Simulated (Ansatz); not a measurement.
Born–Oppenheimer molecular dynamics of H7NOSSi (11 atoms, charge 0, multiplicity 1). It starts at the highest image of a converged band, a first-order saddle point between two minima.

All numbers below come from Ansatz, RKS r2SCAN-D4/def2-SVP.

| Property | Result |
| --- | --- |
| ensemble | NVE (velocity Verlet) |
| time step | 0.5 fs |
| steps asked | 178 |
| starting velocities drawn for | 300 K |
| seed | 5871 |

First frame:

```xyz
11
Properties=species:S:1:pos:R:3
Si -0.676 0.163 -0.156
S 0.088 -1.254 2.007
H -1.720 -0.617 -0.905
H -1.483 0.943 0.839
N 0.222 1.459 -0.824
H 0.747 -1.403 0.570
O 0.674 -1.042 -0.649
H 0.887 -0.221 2.357
H 0.963 1.341 -1.506
H 0.013 2.426 -0.608
H 0.286 -1.795 -1.124
```

How far do the bonds stretch over the last three quarters of this one trajectory? (Pairs bonded in most of those frames.)


```csv
bond,mean (Å),spread (Å),shortest,longest
Si1–H3,1.509,0.036,1.45,1.58
Si1–H4,1.498,0.041,1.44,1.56
Si1–N5,1.729,0.029,1.69,1.77
Si1–O7,1.696,0.047,1.63,1.83
S2–H6,1.359,0.015,1.34,1.40
S2–H8,1.352,0.021,1.32,1.38
N5–H9,1.017,0.017,0.99,1.05
N5–H10,1.018,0.027,0.97,1.06
O7–H11,0.967,0.015,0.94,0.99
```

Mean temperature of the second half: 909 K. The conserved energy stayed within 0.22 meV per atom of its start (net change 0.14 meV per atom), so the integration is sound. The kinetic energy rose, since the run started high on the potential surface and went downhill. It ends in pieces (H2S + H5NOSi), so much of that is their flight and rotation, not heat. A run of 0.089 ps of so small a system gives no equilibrium averages. The orbitals stay closed-shell, which can raise the energy where a bond breaks towards radicals; this wasn't checked here.

Time of the run: 5.6 min on 2 threads of Intel(R) Xeon(R) Platinum 8488C (Sapphire Rapids), with other jobs on the host, peak memory 0.18 GiB.
